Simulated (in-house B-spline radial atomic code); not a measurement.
# Binding energies in Sr VI (Sr5+)

NIST's tabulated ground configuration is [Ar] 3d10 4s2 4p3; each binding energy is the energy of the ion with one electron taken from that subshell, relaxed, less that of the parent. All numbers are computed (Dirac-Hartree-Fock, average of configuration; Fermi nucleus of rms radius 4.224 fm) with a radial B-spline atomic code at the basis-set limit, not measured. Energies include first-order Breit, QED and recoil terms.

| subshell | X-ray name | binding energy (eV) | -ε (eV) | relaxation (eV) |
| --- | --- | --- | --- | --- |
| 1s | K | 16185.7 | 16275.8 | 50.8 |
| 2s | L1 | 2301.9 | 2329.4 | 23.9 |
| 3s | M1 | 439 | 445.4 | 5.9 |
| 3d3/2 | M4 | 212.3 | 218.8 | 6.4 |
| 3d5/2 | M5 | 210.5 | 216.9 | 6.3 |
| 4s | N1 | 107.8 | 108.4 | 0.5 |
| 4p | N2,3 | 86.53 | 86.99 | 0.43 |

Relaxation = -ε minus the binding energy without Breit, QED and recoil terms.

Problem. What does it cost to remove both a 1s and a 3d5/2 electron?

Solution. 16440 eV, which is 43.7 eV more than the two single binding energies together.

Problem. What does it cost to remove two 4p electrons?

Solution. 189.27 eV, which is 16.21 eV more than the two single binding energies together.

Problem. What does it cost to remove two 1s electrons?

Solution. 32948 eV, which is 576.3 eV more than the two single binding energies together.
